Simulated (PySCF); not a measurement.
Choosing a basis for TDDFT

Compound: BH8NSi2.
InChI=1S/BH8NSi2/c2-4-1-3/h1H,2,4H2,3H3

TDDFT with PBE0 (PySCF), vertical singlets, core orbitals frozen in the response, spherical d and f functions. Isolated species at its PBE0-D3(BJ)/def2-SVP geometry (one conformer only).

Compare 6-31G*, 6-31+G*, def2-SVP, def2-SVPD, aug-cc-pVDZ, def2-TZVP and def2-TZVPD for this molecule.

| basis | functions | diffuse | S1 (eV) | S2 (eV) | S3 (eV) | S4 (eV) | S5 (eV) | LUMO (eV) | α (au) |
| --- | --- | --- | --- | --- | --- | --- | --- | --- | --- |
| 6-31G* | 80 | no | 3.24 | 3.85 | 4.69 | 6.03 | 6.10 | -2.47 | 67.6 |
| 6-31+G* | 96 | yes | 3.24 | 3.86 | 4.65 | 5.76 | 5.96 | -2.66 | 76.0 |
| def2-SVP | 104 | no | 3.13 | 3.75 | 4.58 | 5.86 | 5.93 | -2.67 | 73.5 |
| def2-SVPD | 152 | yes | 3.20 | 3.84 | 4.57 | 5.84 | 5.92 | -2.72 | 83.6 |
| aug-cc-pVDZ | 172 | yes | 3.21 | 3.84 | 4.59 | 5.70 | 5.88 | -2.69 | 85.5 |
| def2-TZVP | 184 | no | 3.17 | 3.80 | 4.56 | 5.83 | 5.91 | -2.72 | 80.3 |
| def2-TZVPD | 232 | yes | 3.18 | 3.81 | 4.55 | 5.82 | 5.86 | -2.74 | 84.8 |

States are compared by their number. Against the largest diffuse basis here (def2-TZVPD, itself not a converged limit), sets without diffuse functions differ by up to 0.06 eV in S1 and 0.24 eV in S5; the smaller diffuse sets differ by up to 0.06 and 0.10 eV. State by state, the largest deviation of a set without diffuse functions is S1 0.06, S2 0.06, S3 0.14, S4 0.21, S5 0.24 eV. The same number needn't mean the same state in each row. Against def2-TZVPD the polarisability deviates by -20% in 6-31G*, -10% in 6-31+G*, -13% in def2-SVP, -1% in def2-SVPD, +1% in aug-cc-pVDZ, -5% in def2-TZVP. A single + in a Pople set puts diffuse functions on heavy atoms only.
